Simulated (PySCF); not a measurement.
## Computed properties of Zn(Cl)(SH) (ClHSZn), SMILES [SH][Zn][Cl]

ClHSZn, SMILES [SH][Zn][Cl]. Geometry optimised at B3LYP-D3(BJ)/def2-TZVP. The values are those of a single conformer. All values are computed for the isolated molecule unless a solvent is named; none is compared with measurement here.

**Structure.** The optimised structure has Cs symmetry. All 6 harmonic modes at B3LYP-D3(BJ)/def2-TZVP (PySCF) are real, so it is a minimum. With heavy atoms numbered as in [Zn:1]([Cl:2])[SH:3], the shortest bond between them is Zn1–Cl2 at 2.111 Å and the longest Zn1–S3 at 2.168 Å.

**Vibrations.** The strongest infrared lines (harmonic, unscaled, degenerate partners summed) lie at 475 cm⁻¹ (67 km/mol, Zn 51 %, Cl 28 %, S 20 %), 97 cm⁻¹ (10 km/mol, Zn 50 %, Cl 24 %, S 23 %), 103 cm⁻¹ (8 km/mol, Zn 51 %, Cl 24 %, S 24 %). The softest mode is at 97 cm⁻¹ and the zero-point energy is 6.2 kcal/mol.

**Electronic structure.** B3LYP/def2-TZVPD (PySCF) places the frontier levels at -7.54 and -1.80 eV, a gap of 5.74 eV, and gives a dipole moment of 1.25 D and a mean polarisability of 62.4 bohr³.

**Excitations.** TDA-CAM-B3LYP/def2-SVPD (PySCF) has S1 at 5.01 eV (248 nm, f = 0.027, weak); the most intense of the 10 singlets computed lies at 7.66 eV (f = 0.43). T1 (TDA) is at 4.61 eV, 0.40 eV under S1. No vertical singlet excitation falls in the visible range (under 3.1 eV).

**NMR.** GIAO shifts at PBE0/pcSseg-2 (PySCF) (non-relativistic, atoms alike by connectivity averaged): ¹H at 0.1 ppm against TMS. Without spin–orbit terms, shifts of atoms bonded to Cl or Br come out too high.
